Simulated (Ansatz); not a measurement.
Gas-phase electronic energies from Ansatz, PBE0-D4/def2-TZVP geometries. CCSD(T)/CBS is the MP2 limit (def2-TZVPP, def2-QZVPP) plus CCSD(T) − MP2 in def2-TZVPP, frozen cores. This one scheme is used for every species. Functionals use def2-TZVPP. B3LYP here is the variant with VWN-RPA as its local correlation; programs differ in this. Each species was taken in one conformer, which may not be the lowest.

Reaction (ligand exchange at the Si–O bond): `C[Si](O)(O)[SiH3]` + HCl → `C[Si](O)([SiH3])Cl` + H₂O

`C[Si](O)(O)[SiH3]`:

Cartesian coordinates in Å:
```
C 1.580 -0.252 -0.622
Si -0.270 -0.116 -0.427
O -0.944 0.882 -1.545
O -0.954 -1.606 -0.657
Si -0.861 0.794 1.654
H 2.047 0.733 -0.538
H 2.018 -0.893 0.148
H 1.841 -0.668 -1.600
H -1.053 0.536 -2.433
H -0.457 -2.372 -0.369
H -2.338 0.891 1.805
H -0.338 -0.078 2.745
H -0.271 2.149 1.839
```

HCl:

Cartesian coordinates in Å:
```
Cl -0.484 0.177 -0.378
H 0.484 -0.177 0.378
```

`C[Si](O)([SiH3])Cl`:

Z-matrix (Å, degrees):
```
C
Si 1 1.859
H 1 1.093 2 110.3
H 1 1.092 2 110.6 3 120.2
H 1 1.093 2 110.7 3 -120.2
O 2 1.642 1 112.3 3 59.5
Si 2 2.338 1 114.8 3 -62.1
Cl 2 2.077 1 106.4 3 178.8
H 6 0.959 2 118.4 1 62.6
H 7 1.488 2 110.5 1 62.4
H 7 1.485 2 110.2 1 -176.7
H 7 1.488 2 109.0 1 -56.8
```

H₂O:

Cartesian coordinates in Å:
```
O -0.112 -0.335 -0.164
H -0.479 0.539 -0.312
H 0.591 -0.205 0.476
```

**Question.** Is it downhill or uphill in electronic energy at CCSD(T)/CBS, and by how much? (Estimate.)

**Answer.** The calculation gave: Downhill: ΔE = -12.3 kJ/mol.

**Question.** What do these levels give: PBE-D4, PBE0-D4, B3LYP-D4, SCS-MP2/def2-TZVPP, CCSD/def2-TZVPP, CCSD(T)/def2-TZVPP? (Best estimate.)

**Answer.** The calculation gave: PBE-D4 -16.1, PBE0-D4 -15.9, B3LYP-D4 -9.7, SCS-MP2/def2-TZVPP -8.1, CCSD/def2-TZVPP -5.1, CCSD(T)/def2-TZVPP -6.5 kJ/mol.

Largest T1 diagnostic among the species: 0.012.

In def2-TZVPP, CCSD(T) changes the Hartree–Fock value by −3.5 kJ/mol (the triples alone add −1.5 kJ/mol) and MP2 by −9.1 kJ/mol. The D4 term adds −4.0 kJ/mol with B3LYP and −2.1 kJ/mol with PBE0; it sums over pairs of atoms, weighted by their polarisabilities, and B3LYP, whose exchange is more repulsive, gets the larger term.
